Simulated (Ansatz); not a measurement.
`[TeH]B1CS1` + `[NH2][GaH2]` → `[GaH2][NH]B1CS1` + H₂Te at 500 K and 1 bar (ligand exchange at a B–Te bond).

Calculated with Ansatz (gas phase, PBE0-D4/def2-TZVP geometries, no zero-point term in ΔE). CBS: MP2 limit from def2 TZ/QZ plus the TZ coupled-cluster correction, frozen cores. Elements past krypton have def2 core potentials. For Ga, Te outer-core shells are correlated without core-valence functions, which leaves a few kJ/mol of doubt a bond. Scalar relativity is left out up to krypton. Each species was taken in one conformer, which may not be the lowest.

```json
{"species": "`[TeH]B1CS1`", "CCSD(T)/CBS energy (Eh)": "-730.16423", "H − E (kJ/mol)": "137.3", "S (J/(mol·K))": "371.2"}
{"species": "`[NH2][GaH2]`", "CCSD(T)/CBS energy (Eh)": "-1981.05479", "H − E (kJ/mol)": "130.3", "S (J/(mol·K))": "302.1"}
{"species": "`[GaH2][NH]B1CS1`", "CCSD(T)/CBS energy (Eh)": "-2442.32425", "H − E (kJ/mol)": "210.5", "S (J/(mol·K))": "417.9"}
{"species": "H₂Te", "CCSD(T)/CBS energy (Eh)": "-268.91024", "H − E (kJ/mol)": "48.9", "S (J/(mol·K))": "247.6"}
```

H − E and S are ideal-gas, rigid-rotor, harmonic terms from PBE0-D4/def2-TZVP, for one conformer and one mirror image of each species. 1 Eh = 2625.50 kJ/mol, R = 8.31446 J/(mol·K).

**Question.** By hand: ΔE, ΔH, ΔS and ΔG.

**Answer.** ΔE = (-2442.32425) + (-268.91024) − (-730.16423) − (-1981.05479) = -0.01547 Eh = -40.6 kJ/mol. Δ(H − E) = 210.5 + 48.9 − 137.3 − 130.3 = -8.2, so ΔH = -48.8 kJ/mol. ΔS = 417.9 + 247.6 − 371.2 − 302.1 = -7.8 J/(mol·K). ΔG = -48.8 − 500 × (-7.8)/1000 = -44.9 kJ/mol.

**Question.** By hand: the equilibrium constant, and the temperature at which ΔG would vanish if ΔH and ΔS stayed fixed.

**Answer.** log₁₀ K = −ΔG/(RT ln 10) = 4.7. ΔG = 0 at ΔH/ΔS = 6256 K, far beyond where these terms or the molecules hold.

The number of gas molecules stays the same, so ΔS is small and ΔH decides. A doubt of 5 kJ/mol in ΔE shifts log₁₀ K by 0.5 here. Other conformers and mirror images would add mixing entropy, several J/(mol·K) or more a flexible species. These are equilibria of isolated gas molecules and say nothing of rates. Largest T1 diagnostic: 0.014 (customary marks: 0.02 for closed shells, 0.045 for open ones).
